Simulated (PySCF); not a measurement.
## Assigning NMR signals

Numbering as in the mapped SMILES `[CH3:1][C:2]([CH3:3])([CH3:4])[SiH2:5][SiH2:6][NH2:7]`. Hydrogens are named by the atom that carries them.

[PySCF 2.14: PBE0-D3(BJ)/def2-SVP structure; shieldings: GIAO PBE/pcSseg-1; isolated molecule; fast rotation and ring inversion assumed for equivalent nuclei; relativity neglected; one conformer]

δ = σ(ref) − σ, references computed at the same level: TMS for $^{13}$C (σ = 180.03 ppm) and $^{1}$H (σ = 31.20 ppm).

Task: Assign these signals to the numbered atoms. $^{13}$C{$^{1}$H} NMR (computed): δ 31.7 (CH3), 22.3 (C).

Result: 
31.7 → C1/C3/C4, methyl carbon: aliphatic region, no heteroatom directly attached
22.3 → C2, fully substituted sp3 carbon bonded to Si

Task: Assign these signals to the numbered atoms. $^{1}$H NMR (400 MHz, computed): δ 5.26 (t, 2H), 3.88 (t, 2H), 1.07 (s, 9H), -0.42 (br s, 2H).

Result: 
5.26 → H(Si6), hydrogen on a silicon bonded to N, Si
3.88 → H(Si5), hydrogen on a silicon bonded to C, Si
1.07 → H(C1)/H(C3)/H(C4), hydrogen on a methyl carbon
-0.42 → H(N7), hydrogen on a nitrogen bonded to Si: exchangeable; this is the value without hydrogen bonding to other molecules

Exchangeable OH/NH protons stand at their gas-phase positions; hydrogen bonding in a real sample shifts them, mostly to higher δ. Shifts are as computed. Against solution values, carbons near 30 ppm lie about +2 ppm off and those near 130 ppm about +2 ppm. Of 1211 compounds with measured shifts, 218 miss one by over three times the rms of a fit or turn the order of signals round; such compounds aren't used in these exercises. Multiplicities follow the n + 1 count of equivalent neighbours, as no J values were calculated; m marks all less simple cases, F and P coupling included.
